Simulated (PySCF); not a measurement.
TcS₄⁻, singlet: computed properties

All numbers come from B3LYP in PySCF with Tc def2-SVPD with ECP28, S def2-SVPD; scalar-relativistic core potentials, no spin–orbit coupling; density-fitted integrals.

The structure is a minimum.

```json
{
  "Point group": "Td",
  "Bond lengths": "Tc–S 2.145 Å (×4)",
  "Bond angles": "S–Tc–S 109.5° (×6)",
  "Rotational constants": "0.04299, 0.04299, 0.04299 cm⁻¹",
  "Zero-point energy": "17.4 kJ/mol",
  "Rotational symmetry number": "12",
  "Principal polarisabilities": "156.1, 156.1, 156.1 bohr³",
  "Heat capacity Cp at 298.15 K": "93.3 J/(mol K)",
  "Enthalpy at 298.15 K above 0 K": "19.96 kJ/mol",
  "Principal quadrupole moments (Buckingham, traceless) about the centre of mass": "0.00, 0.00, 0.00 D Å",
  "Dipole moment about the centre of mass": "0.00 D",
  "Lowest empty level": "0.34 eV",
  "Highest occupied level": "-2.43 eV",
  "Entropy at 298.15 K and 1 bar": "337.4 J/(mol K)"
}
```

Harmonic modes (masses in u: Tc 98.907, S 31.972):
```json
{"symmetry": "e", "ω (cm⁻¹)": "176", "IR (km/mol, summed over degenerate members)": "0.0", "μ (u)": "31.97"}
{"symmetry": "t2", "ω (cm⁻¹)": "195", "IR (km/mol, summed over degenerate members)": "7.2", "μ (u)": "37.51"}
{"symmetry": "a1", "ω (cm⁻¹)": "475", "IR (km/mol, summed over degenerate members)": "0.0", "μ (u)": "31.97"}
{"symmetry": "t2", "ω (cm⁻¹)": "498", "IR (km/mol, summed over degenerate members)": "368", "μ (u)": "41.74"}
```

In Td the vibrations span e + 2t2 + a1. The a1, e modes carry no infrared intensity, as symmetry demands.

Charges (e); Mulliken and Löwdin values are unreliable with diffuse functions:
| atom | Mulliken | Löwdin | polar tensor | Mayer order to Tc1 |
| --- | --- | --- | --- | --- |
| Tc1 | 1.28 | -0.75 | 1.41 | – |
| S2,3,4,5 | -0.57 | -0.06 | -0.60 | 1.36 |

Mulliken populations on Tc1 (electrons outside its core potential): s 1.86, p 6.27, d 5.57, f 0.03.

Outer orbital energies (eV). occupied: -5.73, -5.11, -3.80, -3.80, -3.80, -2.43, -2.43, -2.43; empty: 0.34, 0.34, 1.69, 1.69.

Formally Tc is in oxidation state +7, d0. The polar-tensor charge on Tc, 1.41, is far below the formal one.

This need not be the most stable arrangement of these atoms. The lowest empty level of this anion is unbound, so it and the gap depend on the basis.

The final relaxation and frequency run took 35 s on 4 threads of a shared Arm Neoverse V2 host, with 142 basis functions and 6 gradients; the process peaked at 1.7 GiB.
